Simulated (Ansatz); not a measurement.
CH$_{2}$OSSe (`OC(=S)[SeH]`), relaxed with RKS PBE0-D4/def2-TZVP in the Gaussian-basis code of Ansatz from a PBE-D4/def2-SVP geometry. The force threshold is 0.005 eV/Å; the program also tests the step.

Total charge 0; spin multiplicity 1.

Start:

```xyz
6

O    -0.335    0.902    0.507
C    -0.290   -0.185   -0.279
S    -1.506   -0.703   -1.257
Se    1.371   -1.117   -0.161
H    -1.229    1.293    0.361
H     1.989   -0.191    0.830
```

```csv
step,energy (eV),largest force (eV/Å),largest move (Å)
1,-79288.1318,0.709,0.000
2,-79288.1571,0.279,0.026
3,-79288.1607,0.030,0.007
4,-79288.1608,0.016,0.004
5,-79288.1608,0.013,0.003
6,-79288.1609,0.011,0.002
7,-79288.1609,0.000,0.000
```

End:

```xyz
6

O    -0.335    0.888    0.497
C    -0.287   -0.188   -0.280
S    -1.489   -0.697   -1.245
Se    1.359   -1.105   -0.158
H    -1.210    1.287    0.366
H     1.961   -0.185    0.820
```

Hardware: 2 threads of an Arm Neoverse V1 on a shared host. Wall time 33 s, peak host memory 0.39 GiB.
